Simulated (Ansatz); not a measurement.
Kohn–Sham single points on B₂FH₅OSi, SMILES `B[SiH](F)BO`.

```yaml
crystal:
  periodic: [false, false, false]
  atoms:
    - {symbol: B, position_ang: [-0.728632, 0.240599, 1.621613]}
    - {symbol: Si, position_ang: [0.246793, -0.860487, 0.282701]}
    - {symbol: F, position_ang: [1.500144, -1.682284, 0.873124]}
    - {symbol: B, position_ang: [0.849847, 0.355895, -1.243214]}
    - {symbol: O, position_ang: [-0.023101, 1.070176, -1.983359]}
    - {symbol: H, position_ang: [-1.705859, 0.824296, 1.241522]}
    - {symbol: H, position_ang: [-0.392942, 0.411210, 2.754782]}
    - {symbol: H, position_ang: [-0.721510, -1.861744, -0.266933]}
    - {symbol: H, position_ang: [2.006995, 0.487219, -1.530685]}
    - {symbol: H, position_ang: [-0.948735, 0.964021, -1.746553]}
basis:
  gaussian: {orbitals: def2-TZVPP}
hamiltonian: {xc: {name: wB97X-V}}
output: {orbitals: {seedname: orbitals}}
```

```sh
$ ansatz run in.yaml --threads 4 --pin off --events-out ev --progress --plain --max-ram 10444MiB
```

It prints (some lines left out):

```
Functional definition: wB97X-V
1231 factors; their error is unknown
303 factors; integrals over basis functions are off by at most 1.0e-5 eV
mean field evaluation 1: about -14072.2956 eV, gradient 5.1e1 eV
mean field evaluation 2: about -14071.6060 eV, gradient 5.9e1 eV
mean field evaluation 4: about -14076.6402 eV, gradient 1.2e0 eV
mean field evaluation 8: about -14076.6523 eV, gradient 4.6e-2 eV
mean field evaluation 16: about -14076.6592 eV, gradient 1.8e-4 eV
mean field -14076.65919391 eV, -517.3076838740 hartree, gradient 7.9e-5 eV, S^2 0.000000; 0 other end points of the search recorded, 0 dependent functions left out
reference -14076.65919151 eV, -517.3076837855 hartree; 23, 23 occupied and 213, 213 virtual orbitals, 1231 factors
Total energy: -14076.65919151 eV, -517.3076837855 hartree
```

Run time 5.5 s (4 threads of an Arm Neoverse V2 on a shared host); peak host memory 0.63 GiB.

The same input with `hamiltonian: {xc: lda}` (abridged; 1 s):

```
Functional definition: SPW92
mean field evaluation 16: about -13999.8218 eV, gradient 1.3e-4 eV
mean field -13999.82183687 eV, -514.4839630848 hartree, gradient 5.0e-5 eV, S^2 0.000000
Total energy: -13999.82188216 eV, -514.4839647493 hartree
```

With the line `hamiltonian: {xc: {name: revPBE}, dispersion: d4}` (abridged; 1.4 s):

```
Functional definition: revPBE
mean field evaluation 16: about -14076.0388 eV, gradient 1.1e-4 eV
mean field -14076.03877283 eV, -517.2848838198 hartree, gradient 3.6e-5 eV, S^2 0.000000
Total energy: -14076.56261611 eV, -517.3041347051 hartree
```

With the line `hamiltonian: {xc: r2scan, dispersion: d4}` and forces (abridged; 3.6 s):

```
Functional definition: r2SCAN
mean field evaluation 16: about -14075.9307 eV, gradient 3.4e-4 eV
mean field -14075.93067649 eV, -517.2809113525 hartree, gradient 3.3e-5 eV, S^2 0.000000
Total energy: -14075.97535955 eV, -517.2825534248 hartree
Atom 0 force    -0.003584    -0.023915    -0.049007 eV/Å
Atom 1 force    -0.043866     0.033992     0.091227 eV/Å
Atom 2 force     0.042120    -0.030287     0.002291 eV/Å
Atom 3 force     0.109472    -0.096052     0.092474 eV/Å
Atom 4 force    -0.084489     0.105965    -0.123688 eV/Å
Atom 5 force     0.028250    -0.008382     0.013598 eV/Å
Atom 6 force    -0.004083     0.002405    -0.038130 eV/Å
Atom 7 force     0.001705     0.021207    -0.015758 eV/Å
Atom 8 force    -0.014975    -0.000940     0.009824 eV/Å
Atom 9 force    -0.030551    -0.003992     0.017169 eV/Å
Dipole moment:    -0.430977     0.154851    -0.062772 e Å
```

With the line `hamiltonian: {xc: {name: CAM-B3LYP}, dispersion: d4}` (abridged; 2.4 s):

```
Functional definition: CAM-B3LYP
mean field evaluation 16: about -14077.7928 eV, gradient 5.6e-5 eV
mean field -14077.79284727 eV, -517.3493448663 hartree, gradient 5.6e-5 eV, S^2 0.000000
Total energy: -14077.94965011 eV, -517.3551072644 hartree
```

With the line `hamiltonian: {xc: {name: B3LYP}, dispersion: d4}` and forces (abridged; 3.2 s):

```
Functional definition: B3LYP
mean field evaluation 16: about -14080.8142 eV, gradient 2.5e-5 eV
mean field -14080.81424377 eV, -517.4603791400 hartree, gradient 2.5e-5 eV, S^2 0.000000
Total energy: -14081.10642022 eV, -517.4711164265 hartree
Atom 0 force    -0.071082     0.076472     0.100670 eV/Å
Atom 1 force    -0.210517     0.039937    -0.105445 eV/Å
Atom 2 force     0.153299    -0.099050     0.076099 eV/Å
Atom 3 force     0.251810    -0.070603     0.033593 eV/Å
Atom 4 force    -0.091379     0.056499    -0.051148 eV/Å
Atom 5 force     0.103869    -0.057960     0.045785 eV/Å
Atom 6 force    -0.038590    -0.013059    -0.120542 eV/Å
Atom 7 force     0.054361     0.045162     0.027141 eV/Å
Atom 8 force    -0.112947    -0.006816     0.025728 eV/Å
Atom 9 force    -0.038822     0.029417    -0.031880 eV/Å
Dipole moment:    -0.438029     0.152932    -0.037579 e Å
```

B3LYP takes the VWN-RPA correlation (the form of Gaussian; ORCA's B3LYP/G).
